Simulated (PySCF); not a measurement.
ClFHMoNS, SMILES [NH]=[Mo]([F])(=[S])[Cl], multiplicity 1.

The structure is a stationary point at B3LYP-D3(BJ)/def2-SVP. The spin state was assumed, not searched. The structure was generated by enumeration; whether it is a known compound was not checked. The def2 effective core potentials stand for the cores of Mo; spin–orbit coupling is left out.

Calculation: B3LYP-D3(BJ)/def2-SVP run with PySCF.

Frequencies are harmonic and unscaled.

Computed harmonic wavenumbers and intensities:
| mode | ν (cm⁻¹) | IR (km/mol) | moving atoms (share of kinetic energy) |
|---|---|---|---|
| 1 | 137 | 1.3 | Cl 35 %, F 28 %, S 21 %, Mo 14 % |
| 2 | 162 | 1.4 | Cl 27 %, F 26 %, S 24 %, Mo 15 % |
| 3 | 193 | 1.4 | F 41 %, S 22 %, Mo 20 % |
| 4 | 240 | 4.8 | N 43 %, F 22 %, H 15 %, Cl 10 % |
| 5 | 268 | 7.8 | N 48 %, H 19 %, S 15 %, F 10 % |
| 6 | 410 | 32.2 | Cl 66 %, Mo 26 % |
| 7 | 531 | 234.2 | H 64 %, N 21 % |
| 8 | 580 | 15.3 | S 63 %, Mo 22 %, H 12 % |
| 9 | 596 | 86.6 | H 72 %, N 21 % |
| 10 | 706 | 146.8 | F 76 %, Mo 20 % |
| 11 | 1022 | 87.6 | N 78 %, Mo 14 % |
| 12 | 3570 | 216.4 | H 93 % |
